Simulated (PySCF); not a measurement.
System: C3H7O2, charge 1, multiplicity 1. It need not be the lowest isomer of its formula. 
Geometry from a B3LYP-D3(BJ)/def2-TZVP (Ansatz) optimisation:
```
C
H 1 1.0906
H 1 1.0906 2 111.52
C 1 1.5006 2 112.91 3 128.39
H 4 1.0888 1 111.21 2 54.85
H 4 1.0888 5 109.75 1 -123.48
H 4 1.0915 5 108.32 6 -118.08
O 1 1.5120 2 105.89 3 -114.72
C 8 1.2539 1 123.23 2 59.26
O 9 1.2791 8 127.53 1 0.00
H 10 0.9754 9 116.18 8 0.00
H 9 1.0877 8 117.17 1 180.00
```
Charge +1, spin multiplicity 1.

Dispersion corrections to the total energy (kcal/mol) from the dftd3 and dftd4 libraries through PySCF: D3(BJ) without and D4 with the three-body term, each with the damping fitted for the functional named.

| functional | D3(BJ) | D4 |
|---|---|---|
| PBE0 | -3.79 | (withheld) |
| PBE | (withheld) | -3.60 |
| BP86 | -6.59 | -4.61 |
| LC-wPBE | -3.98 | -3.94 |
| revPBE | -12.01 | -13.11 |
| BLYP | -9.29 | -8.15 |
| PW6B95 | (withheld) | -3.09 |

Task: Fill in the missing entries.

Result: 
- PBE0, D4: -2.99
- PBE, D3(BJ): -4.56
- PW6B95, D3(BJ): -1.99
